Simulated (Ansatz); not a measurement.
Z-matrix (Å, degrees):
```
C
Sn 1 2.146
H 1 1.090 2 109.9
H 1 1.090 2 110.3 3 -120.1
H 1 1.090 2 110.0 3 119.7
B 2 2.251 1 113.1 3 -59.0
H 2 1.715 1 108.7 3 177.4
H 2 1.717 1 108.3 3 61.7
Si 6 2.001 2 121.4 1 4.4
H 6 1.196 2 117.6 1 -172.1
H 9 1.497 6 103.9 2 -79.9
H 9 1.488 6 116.2 2 161.6
H 9 1.490 6 112.4 2 35.6
```

The species carries charge 0 and has multiplicity 1. Sn takes the def2 core potential.

(1) List the ωB97M-V/def2-TZVPP orbital energies in eV (Ansatz). (Estimate.)

Answers

(1) The calculation gave: Occupied: -1806.68, -281.14, -188.71, -147.82, -142.44, -101.94, -101.92, -101.91, -97.01, -96.99, -96.96, -30.64, -30.61, -30.58, -30.49, -30.49, -21.89, -18.48, -16.78, -15.05, -13.75, -13.74, -12.31, -12.15, -11.31, -10.96, -10.29, -9.55. Lowest empty: -0.87, 1.58, 1.93, 2.31, 2.64, 2.78, 2.95, 3.11.
